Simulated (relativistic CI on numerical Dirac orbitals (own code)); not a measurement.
Electric-dipole transitions in Si+

These numbers are calculated, not measured: Dirac-Coulomb-Breit CI, orbitals from a KLI potential per configuration, a model potential for QED, valence Slater integrals scaled by 0.85, P86 correlation estimate, and configurations built on the next ion tied to the tabulated ionisation energy (semi-empirical) (own radial code, finite nucleus).

Configuration list (outside the closed core [Ne]): 3s2.3p, 3s.3p2, 3s2.4s, 3s2.3d, 3s2.4p, 3s2.5s, 3s2.4d, 3s2.4f, 3s2.5p, 3s.3p.3d, 3s2.5d, 3s2.5f, 3s2.5g, 3s.3p.4s, 3p3, 3s.3p.4p, 3p.3d2, 3p2.4s, 3s.4s2, 3p2.3d, 3s.3d.4s, 3s.3d2. Levels of other configurations are missing.

```tsv
λ vac (Å)	Lower	Upper	A (s⁻¹)	E lower (eV)	E upper (eV)
983.77	3s2.3p 2P°_1/2 [1]	3s2.4d 2D_3/2 [18]	1.03e+09	0.0000	12.6029
986.41	3s2.3p 2P°_3/2 [2]	3s2.4d 2D_3/2 [18]	2.08e+08	0.0337	12.6029
986.41	3s2.3p 2P°_3/2 [2]	3s2.4d 2D_5/2 [17]	1.23e+09	0.0337	12.6029
1014.4	3s2.3p 2P°_1/2 [1]	3s2.5s 2S_1/2 [16]	1.60e+08	0.0000	12.2228
1017.2	3s2.3p 2P°_3/2 [2]	3s2.5s 2S_1/2 [16]	3.24e+08	0.0337	12.2228
3147.6	3s2.4p 2P°_1/2 [12]	3s2.5d 2D_3/2 [26]	5.82e+07	10.0860	14.0250
3153.4	3s2.4p 2P°_3/2 [13]	3s2.5d 2D_3/2 [26]	1.16e+07	10.0932	14.0250
3153.5	3s2.4p 2P°_3/2 [13]	3s2.5d 2D_5/2 [25]	6.94e+07	10.0932	14.0249
4925.9	3s2.4p 2P°_1/2 [12]	3s2.4d 2D_3/2 [18]	1.21e+08	10.0860	12.6029
4940.1	3s2.4p 2P°_3/2 [13]	3s2.4d 2D_3/2 [18]	2.41e+07	10.0932	12.6029
4940.2	3s2.4p 2P°_3/2 [13]	3s2.4d 2D_5/2 [17]	1.45e+08	10.0932	12.6029
5802.1	3s2.4p 2P°_1/2 [12]	3s2.5s 2S_1/2 [16]	4.78e+07	10.0860	12.2228
5821.8	3s2.4p 2P°_3/2 [13]	3s2.5s 2S_1/2 [16]	9.55e+07	10.0932	12.2228
8108.3	3s2.4d 2D_5/2 [17]	3s2.5f 2F°_5/2 [28]	3.19e+06	12.6029	14.1320
8108.4	3s2.4d 2D_5/2 [17]	3s2.5f 2F°_7/2 [27]	4.78e+07	12.6029	14.1320
8108.5	3s2.4d 2D_3/2 [18]	3s2.5f 2F°_5/2 [28]	4.47e+07	12.6029	14.1320
9694.5	3s2.4f 2F°_7/2 [19]	3s2.5g 2G_9/2 [30]	7.05e+07	12.8900	14.1689
9694.6	3s2.4f 2F°_7/2 [19]	3s2.5g 2G_7/2 [29]	2.52e+06	12.8900	14.1689
9694.7	3s2.4f 2F°_5/2 [20]	3s2.5g 2G_7/2 [29]	6.80e+07	12.8901	14.1689
```

Terms are leading LS components. Brackets give the number of a level in order of energy, since labels repeat. The list gives strong lines, with weight on those to low levels, without configurations that were not tied to measured data, without lines whose two gauges differ by over a factor of 2.5, among the lowest 49 of 187 levels, so that lines to higher ones, which can be the strongest, are missing, and without lines across small gaps between configurations, and without 16 lines that miss the measured interval by over 3.5 %, start from a term whose rates miss tabulated ones by over 60 %, have gauges far apart or, lacking measured levels, span too small a gap for the errors found; lines with a level outside our table were not tested and can miss by more. Levels whose partners in the same complex of configurations lie outside the list can be far off, and so can their lines. Rates are taken at the computed energies, electric ones in the length gauge.

Configurations that consist of the next ion and one excited electron were tied to the tabulated ionisation energy; Rydberg ones are usually within 1,000 to 3,000 cm⁻¹ and the lowest ones within about 6,000 (9,000 in d shells), while levels on excited terms of the next ion carry the error of that term, and the other configurations can be misplaced by 10,000 cm⁻¹ or more. Rates follow the energies as ν³ (E1, M1) or ν⁵ (E2), so rates, branching and lifetimes can be off by large factors. The fine structure of a lone outer electron comes out too small, for d and f at times inverted, and misplaced configurations move strength between like terms. 46 of the 47 excited levels that our extract of the measured tables holds in this range could be paired (the sources list more); they are missed by 1025 cm⁻¹ on average and 5630 at most, and levels without a partner can miss by more.

Question: From the table, what is the radiative lifetime of 3s2.4d 2D_3/2?

Answer: The listed rates from this level add up to about 1.38e+09 s⁻¹, 100 % of its decay; with all channels τ = 7.22e-10 s.

LS names give the leading component of a level, which can be under half, so a name can repeat, a term be missing and a line seem to break the LS rules.
